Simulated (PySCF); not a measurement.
# Single point on ZnSn⁺

State: ²Π (doublet), unpaired electrons π ↑.

An equivalent input (the run itself took its basis sets from the Basis Set Exchange, started from a PBE0 density and held the occupation σ 11α 11β, πx 5α 5β, πy 6α 5β, δx 2α 2β, δy 2α 2β):

```python
from pyscf import gto, scf
mol = gto.M(atom='Zn 0 0 0; Sn 0 0 2.782', basis={'Zn': 'def2-SVPD', 'Sn': 'def2-SVPD'}, ecp={'Sn': 'def2-SVPD'},
            charge=1, spin=1, verbose=4, symmetry='C2v')
mf = scf.ROHF(mol)
mf.irrep_nelec = {'A1': (13, 13), 'A2': (2, 2), 'B1': (5, 5), 'B2': (6, 5)}
mf.conv_tol = 1e-9
mf.max_cycle = 60
mf.diis_space = 10
mf.kernel()
```

The log (some set-up lines and the per-cycle HOMO/LUMO lines removed):

```
******** <class 'pyscf.scf.hf_symm.SymAdaptedROHF'> ********
method = SymAdaptedROHF
damping factor = 0
level_shift factor = 0
DIIS = <class 'pyscf.scf.diis.CDIIS'>
diis_start_cycle = 1
diis_space = 10
diis_damp = 0
SCF conv_tol = 1e-09
SCF conv_tol_grad = None
SCF max_cycles = 60
num. doubly occ = 25  num. singly occ = 1
Set gradient conv threshold to 3.16228e-05
init E= -1990.66797028169
cycle= 1 E= -1990.67509405207  delta_E= -0.00712  |g|= 0.113  |ddm|= 0.393
cycle= 2 E= -1990.67625799149  delta_E= -0.00116  |g|= 0.0829  |ddm|= 0.143
cycle= 3 E= -1990.67707358108  delta_E= -0.000816  |g|= 0.00571  |ddm|= 0.0289
cycle= 4 E= -1990.67710175002  delta_E= -2.82e-05  |g|= 0.00174  |ddm|= 0.0206
cycle= 5 E= -1990.67710405976  delta_E= -2.31e-06  |g|= 0.000545  |ddm|= 0.00418
cycle= 6 E= -1990.67710450127  delta_E= -4.42e-07  |g|= 0.000106  |ddm|= 0.00173
cycle= 7 E= -1990.67710451722  delta_E= -1.6e-08  |g|= 2.08e-05  |ddm|= 0.000414
cycle= 8 E= -1990.67710451758  delta_E= -3.62e-10  |g|= 4.07e-06  |ddm|= 7.94e-05
Extra cycle  E= -1990.6771045176  delta_E= -1.91e-11  |g|= 1.73e-06  |ddm|= 1.1e-05
converged SCF energy = -1990.6771045176
```

Repeating this along the bond gives Re = 2.938 Å and ωe = 123 cm⁻¹.

A point of this curve took 0.31 CPU seconds beside 0.63 for the integrals, on Arm Neoverse N1 (shared host).

Spin–orbit coupling is left out. The state was picked by a PBE0 search and need not be the measured ground state.
